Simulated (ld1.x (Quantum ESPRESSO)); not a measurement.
Results of a calculation; reference values are marked as such.
Pseudopotentials across the periodic table

Generated with ld1.x 7.5 (TM, RRKJ, ultrasoft, PAW), atompaw 4.2 or ONCVPSP 4.0.1. The cutoff is in Ry: for ld1.x and atompaw files where the sum of valence levels is converged to 10 mRy in a Bessel basis, for ONCV files where the hardest occupied wave has 1 mHa per electron of residual kinetic energy. The error is the largest all-electron minus pseudo excitation energy over each file’s own four to seven test configurations (ionisations up to +4, promotions, holes and added fractions of an electron), all of which were solved. The labels leave out finer settings (local radius, basis sizes, second energies), which also bear on the numbers. Spin-polarised tests are not counted. The rows are a selection from randomly drawn settings: files with unsolved tests, undetermined cutoffs or missed reference levels are left out.

| element | potential | cutoff (Ry) | largest error (meV) | bound ghosts |
| --- | --- | --- | --- | --- |
| Mg | ultrasoft, PBEsol, scalar-relativistic, rc 2.45/4.10 (sp), local smoothed, core correction no, reference 3s1.75 3p0.25 | 6 | +87 | none |
| Ga | TM, PBEsol, scalar-relativistic, rc 2.04/1.65 (sp), local p, core correction no, reference 4s1.5 4p1.5 | 25 | +40 | none |
| Ag | ultrasoft, PBE, scalar-relativistic, rc 2.55/3.75/2.94 (spd), local smoothed, core correction no, reference 4d10 5s1 5p0 | 12 | -573 | none |

(1) Fill in the row for K: TM, LDA (PZ), scalar-relativistic, rc 4.20/3.85/4.10 (spd), local smoothed, core correction yes, reference 4s0.5 4p0.5.

(2) Fill in the row for Mg: TM, PBE, scalar-relativistic, rc 0.70/1.25/1.25 (spd), local d, core correction yes, reference 2s2 2p6 3s0 3p0.

(3) Fill in the row for Ge: TM, LDA (PZ), scalar-relativistic, rc 1.60/1.85 (sp), local s, core correction yes, reference 4s2 4p1.5.

## Answers

(1) cutoff 6 Ry, largest error +4.1 meV, bound ghosts: none.

(2) cutoff 230 Ry, largest error +496 meV, bound ghosts: none.

(3) cutoff 30 Ry, largest error -36 meV, bound ghosts: none.
